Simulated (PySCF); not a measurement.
CH7GaN2. Atoms are numbered in the order given.

```xyz
11

Ga     0.0011     0.0025     0.0021
C     -1.4084    -1.3443    -0.2622
H     -1.1286    -2.0332    -1.0760
H     -2.3630    -0.8679    -0.5347
H     -1.5639    -1.9421     0.6493
N      0.0059     1.5941    -0.8948
H     -0.6341     1.8038    -1.6547
H      0.7745     2.2578    -0.8737
N      1.3949    -0.2581     1.1533
H      2.0920     0.4465     1.3751
H      1.4335    -1.0286     1.8133
```

Geometry: TPSSh-D3(BJ)/def2-SVP. The structure was generated by enumeration; whether it is a known compound was not checked. Other conformers were not sampled.

The numbers are results of TDDFT-PBE/def2-SVPD (PySCF), not measurements.

Vertical excitations. Isolated molecule, no solvent.

```json
[
 {"state": "S1", "energy (eV)": "4.49", "λ (nm)": "276", "f": "0.000", "main pairs": "HOMO→LUMO 100 %"},
 {"state": "S2", "energy (eV)": "5.27", "λ (nm)": "235", "f": "0.057", "main pairs": "HOMO−1→LUMO 98 %"},
 {"state": "S3", "energy (eV)": "5.82", "λ (nm)": "213", "f": "0.097", "main pairs": "HOMO→LUMO+1 93 %"},
 {"state": "S4", "energy (eV)": "5.91", "λ (nm)": "210", "f": "0.003", "main pairs": "HOMO→LUMO+2 98 %"},
 {"state": "S5", "energy (eV)": "6.10", "λ (nm)": "203", "f": "0.046", "main pairs": "HOMO→LUMO+3 98 %"},
 {"state": "S6", "energy (eV)": "6.34", "λ (nm)": "196", "f": "0.010", "main pairs": "HOMO−2→LUMO 64 %, HOMO−1→LUMO+1 34 %"},
 {"state": "S7", "energy (eV)": "6.55", "λ (nm)": "189", "f": "0.154", "main pairs": "HOMO−1→LUMO+1 57 %, HOMO−2→LUMO 33 %"},
 {"state": "S8", "energy (eV)": "6.63", "λ (nm)": "187", "f": "0.008", "main pairs": "HOMO−1→LUMO+2 98 %"},
 {"state": "S9", "energy (eV)": "6.69", "λ (nm)": "185", "f": "0.005", "main pairs": "HOMO→LUMO+4 97 %"},
 {"state": "S10", "energy (eV)": "6.80", "λ (nm)": "182", "f": "0.000", "main pairs": "HOMO−1→LUMO+3 98 %"},
 {"state": "T1", "energy (eV)": "4.31", "λ (nm)": "288", "f": "0", "main pairs": "HOMO→LUMO 100 %"},
 {"state": "T2", "energy (eV)": "4.90", "λ (nm)": "253", "f": "0", "main pairs": "HOMO→LUMO+1 97 %"},
 {"state": "T3", "energy (eV)": "5.00", "λ (nm)": "248", "f": "0", "main pairs": "HOMO−1→LUMO 96 %"},
 {"state": "T4", "energy (eV)": "5.48", "λ (nm)": "226", "f": "0", "main pairs": "HOMO−1→LUMO+1 99 %"}
]
```
Triplets are in the Tamm–Dancoff approximation, which puts them higher than full response would, so one can lie above its singlet here.
